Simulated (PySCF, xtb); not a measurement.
C₂H₇F₂NSi, SMILES F[Si](F)(N)CC. Other conformers were not sampled.

Harmonic wavenumbers (cm⁻¹) from GFN2-xTB (xtb) at its own minimum, in rising order: 41, 121, 144, 157, 209, 233, 255, 267, 342, 426, 670, 727, 773, 821, 879, 961, 1000, 1033, 1079, 1238, 1306, 1419, 1479, 1499, 1506, 1508, 2972, 2989, 3024, 3041, 3048, 3487, 3535.

Problem. What does B3LYP-D3(BJ)/def2-SVP in PySCF give at its own minimum? (The exact figures need the calculation; the answer reports its results.)

Solution. 59, 133, 152, 180, 242, 293, 307, 342, 367, 401, 648, 690, 774, 867, 922, 932, 982, 993, 1045, 1247, 1278, 1400, 1429, 1476, 1482, 1536, 3027, 3032, 3074, 3112, 3117, 3580, 3674. Paired by order, the mean absolute difference is 40 cm⁻¹ and the zero-point energies are 60.3 and 61.2 kcal/mol.
